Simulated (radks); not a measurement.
The numbers below are computed, except where a source is named.
Task: All-electron atom: Hf IV in [Xe] 4f14 5d1. Level of theory: scalar-relativistic Kohn-Sham, LDA (Slater exchange, Perdew-Zunger correlation), spin-polarised, spherical densities, point nucleus; open shells are filled with parallel spins first (spin-orbit coupling, left out, can overturn this in heavy ions) (a radial shooting solver on a logarithmic mesh with Libxc functionals). Some entries of the table are withheld. Estimate them.

orbital  occ.  eigenvalue (eV)  <1/r> (bohr^-1)  <r^2> (bohr^2)
1s down     1        -65259.85            83.77       0.0004955
1s up       1        -65259.85            83.77       0.0004955
2s up       1        -11184.69            19.56        0.007648
2s down     1        -11184.65            19.56        0.007648
2p up       3        -9827.899            17.85        0.006288
2p down     3        -9827.867            17.85        0.006288
3s up       1        -2569.085            7.233         0.04985
3s down     1        -2569.073            7.233         0.04985
3p up       3        -2163.820            6.708         0.05047
3p down     3        -2163.807            6.708         0.05047
3d up       5        -1683.362            6.349         0.04190
3d down     5        -1683.339            6.349         0.04190
4s up       1        -538.8707            3.068          0.2479
4s down     1        -538.8413            3.068          0.2479
4p up       3        -405.8636            2.793          0.2823
4p down     3        -405.8339            2.793          0.2822
4d up       5        -233.9898            2.476          0.3329
4d down     5        -233.9504            2.476          0.3328
5s up       1         -94.7570            1.178           1.437
5s down     1         -94.3629            1.180           1.431
5p up       3         -63.0420           0.9866           1.987
5p down     3         -62.5119           0.9899           1.976
4f up       7         -44.5544            1.920             (1)
4f down     7         -44.4428            1.924             (2)
5d up       1              (3)              (4)           4.295
5d down     0              (5)              (6)           4.299

Result: 
(1) 4f up <r^2> (bohr^2): 0.5858
(2) 4f down <r^2> (bohr^2): 0.5806
(3) 5d up eigenvalue (eV): -27.7580
(4) 5d up <1/r> (bohr^-1): 0.6606
(5) 5d down eigenvalue (eV): -27.0250
(6) 5d down <1/r> (bohr^-1): 0.6624
